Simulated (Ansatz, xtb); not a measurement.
Breaking the Mg1–H2 bond in H2MgSe (SMILES [MgH][SeH]) (multiplicity 1 held, fragments rigid). Energies count from the point at 1.689 Å.
Geometry at that point (charge 0, multiplicity 1):
| atom | x (Å) | y (Å) | z (Å) |
|---|---|---|---|
| Mg | -0.9098 | -0.7986 | -1.2496 |
| H | -1.7924 | -1.5775 | -2.4609 |
| Se | 0.3558 | 0.3557 | 0.4797 |
| H | 0.6118 | -0.9339 | 1.1476 |

R- and RO- levels are restricted; in cc, def2 and unpolarised 6-31G sets they are followed outwards from rest. U- levels take the lowest unrestricted solution at each point, which mixes spins at long bonds. Curves can end on different states.

Frozen-core correlation. Filled d and f shells under p-block atoms count as core.

Programs: Ansatz (a quantum-chemistry and plane-wave program) with Gaussian orbitals; xtb for the GFN methods. Values without a source in brackets are computed. The GFN methods have no spin term and hold the electronic entropy of 300 K.

**Question.** One of these levels gives 341.0 kJ/mol for the energy at R = 5.405 Å. Name it.
(A) U-MP2/def2-SVPD
(B) GFN2-xTB
(C) R-MP2/def2-SVPD

**Answer.** B, GFN2-xTB. The others give 411.4 (R-MP2/def2-SVPD), 269.4 (U-MP2/def2-SVPD)

Doubts at one or more of the structures used: a restricted determinant that unrestricted orbitals would lower (R-MP2/def2-SVPD); a spin-contaminated determinant (U-MP2/def2-SVPD).
